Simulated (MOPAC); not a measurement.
Input file for MOPAC: PM7 on H4P2 (SMILES PP), a point of a bond scan (R = 2.250 Å).

```
PM7 1SCF PRECISE CHARGE=0 THREADS=1
H4P2

P     -0.98931421 1    -0.53589241 1     0.00725596 1
P      0.98931421 1     0.53589241 1    -0.00725596 1
H     -1.52762971 1     0.25159167 1    -1.04540375 1
H     -1.54504892 1     0.31148207 1     1.00280738 1
H      1.54504892 1    -0.31148207 1    -1.00280738 1
H      1.52762971 1    -0.25159167 1     1.04540375 1
```

The log:

```
*******************************************************************************
 **                                                                           **
 **                              MOPAC v23.2.5                                **
 **                                                                           **
 *******************************************************************************
 ** MOPAC's Digital Object Identifier: https://doi.org/10.5281/zenodo.6511958 **
 **                                                                           **
 ** Please cite the open-source release paper for use of this MOPAC version:  **
 ** J. E. Moussa and J. J. P. Stewart (2026)                                  **
 ** MOPAC: An open-source semiempirical molecular orbital program             **
 ** J. Open Source Softw., 11(119), 8025, https://doi.org/10.21105/joss.08025 **
 *******************************************************************************

                              PM7 CALCULATION RESULTS

 *******************************************************************************
 *  PM7        - The PM7 Hamiltonian to be used
 *
 *
 *
 *                 CHARGE ON SYSTEM = 0
 *
 *
 *
 *  PRECISE    - TIGHTER CRITERIA TO BE USED
 *  1SCF       - DO 1 SCF AND THEN STOP
 *  THREADS=1  - MULTI-THREADING NOT USED
 *  T=         - A TIME OF 172800.0 SECONDS REQUESTED
 *  DUMP=N     - RESTART FILE WRITTEN EVERY 7200.0 SECONDS REQUESTED
 *******************************************************************************
PM7 1SCF PRECISE CHARGE=0 THREADS=1
 H4P2

   ATOM   CHEMICAL          X               Y               Z
  NUMBER   SYMBOL      (ANGSTROMS)     (ANGSTROMS)     (ANGSTROMS)

     1       P         -0.98931421  *  -0.53589241  *   0.00725596  *
     2       P          0.98931421  *   0.53589241  *  -0.00725596  *
     3       H         -1.52762971  *   0.25159167  *  -1.04540375  *
     4       H         -1.54504892  *   0.31148207  *   1.00280738  *
     5       H          1.54504892  *  -0.31148207  *  -1.00280738  *
     6       H          1.52762971  *  -0.25159167  *   1.04540375  *



          CARTESIAN COORDINATES

    NO.       ATOM           X           Y           Z

     1         P         -0.9893     -0.5359      0.0073
     2         P          0.9893      0.5359     -0.0073
     3         H         -1.5276      0.2516     -1.0454
     4         H         -1.5450      0.3115      1.0028
     5         H          1.5450     -0.3115     -1.0028
     6         H          1.5276     -0.2516      1.0454

 General Reference for PM7:
 "Optimization of Parameters for Semiempirical Methods VI: More Modifications to the
 NDDO Approximations and Re-optimization of Parameters", J. J. P. Stewart, J. Mol. Mod., 1:32, 19 (2013)
 https://link.springer.com/article/10.1007/s00894-012-1667-x

           Empirical Formula: H4 P2  =     6 atoms



      MOLECULAR POINT GROUP   :   C2h


      RHF CALCULATION, NO. OF DOUBLY OCCUPIED LEVELS = 7


 -------------------------------------------------------------------------------
 PM7 1SCF PRECISE CHARGE=0 THREADS=1
 H4P2



     1SCF WAS SPECIFIED, SO BFGS WAS NOT USED
     SCF FIELD WAS ACHIEVED


                              PM7 CALCULATION
                                                       MOPAC v23.2.5 Linux




          FINAL HEAT OF FORMATION =         14.81088 KCAL/MOL =      61.96873 KJ/MOL


          COSMO AREA              =         92.55 SQUARE ANGSTROMS
          COSMO VOLUME            =         76.26 CUBIC ANGSTROMS

          IONIZATION POTENTIAL    =         10.502405 EV
          HOMO LUMO ENERGIES (EV) =        -10.502 -1.608
          NO. OF FILLED LEVELS    =          7
          MOLECULAR WEIGHT        =         65.9791         POINT GROUP:  C2h

          MOLECULAR DIMENSIONS (Angstroms)

            Atom       Atom       Distance
            H     6    H     3     3.73621
            H     5    H     4     3.42692
            P     1    P     2     1.41140


          SCF CALCULATIONS        =          1





   ATOM   CHEMICAL          X               Y               Z
  NUMBER   SYMBOL      (ANGSTROMS)     (ANGSTROMS)     (ANGSTROMS)

     1       P         -0.98931421  *  -0.53589241  *   0.00725596  *
     2       P          0.98931421  *   0.53589241  *  -0.00725596  *
     3       H         -1.52762971  *   0.25159167  *  -1.04540375  *
     4       H         -1.54504892  *   0.31148207  *   1.00280738  *
     5       H          1.54504892  *  -0.31148207  *  -1.00280738  *
     6       H          1.52762971  *  -0.25159167  *   1.04540375  *

                             CARTESIAN COORDINATES

   1    P       -0.989314210    -0.535892410     0.007255960
   2    P        0.989314210     0.535892410    -0.007255960
   3    H       -1.527629710     0.251591670    -1.045403750
   4    H       -1.545048920     0.311482070     1.002807380
   5    H        1.545048920    -0.311482070    -1.002807380
   6    H        1.527629710    -0.251591670     1.045403750


           Empirical Formula: H4 P2  =     6 atoms



      MOLECULAR POINT GROUP   :   C2h


                  EIGENVALUES
 -53.21319 -45.07666 -18.42068 -15.70077 -15.19537 -14.65191 -10.50240  -1.60786
   0.65024   0.95175   3.19517   3.36486  89.62705  89.66789  94.27321  95.71749
 100.63130 105.24493 108.25487 108.86272 113.80598 113.84419


              NET ATOMIC CHARGES AND DIPOLE CONTRIBUTIONS

  ATOM NO.   TYPE          CHARGE      No. of ELECS.   s-Pop       p-Pop       d-Pop
    1          P          -0.389974        5.3900     1.79464     3.53746     0.05787
    2          P          -0.389974        5.3900     1.79464     3.53746     0.05787
    3          H           0.194987        0.8050     0.80501
    4          H           0.194987        0.8050     0.80501
    5          H           0.194987        0.8050     0.80501
    6          H           0.194987        0.8050     0.80501
 DIPOLE           X         Y         Z       TOTAL
 POINT-CHG.     0.000     0.000     0.000     0.000
 HYBRID         0.000    -0.000    -0.000     0.000
 SUM            0.000     0.000     0.000     0.000


          ATOMIC ORBITAL ELECTRON POPULATIONS

     Atom    s        px        py        pz      x^2-y^2     xz        z^2       yz        xy
    1  P   1.79464   1.01330   1.43202   1.09214   0.01293   0.01283   0.00629   0.00983   0.01599
    2  P   1.79464   1.01330   1.43202   1.09214   0.01293   0.01283   0.00629   0.00983   0.01599
    3  H   0.80501
    4  H   0.80501
    5  H   0.80501
    6  H   0.80501

 **********************
 *                    *
 * JOB ENDED NORMALLY *
 *                    *
 **********************




 == MOPAC DONE ==
```

The run finished.

Cost: about 0.03 core-seconds (a rough figure).
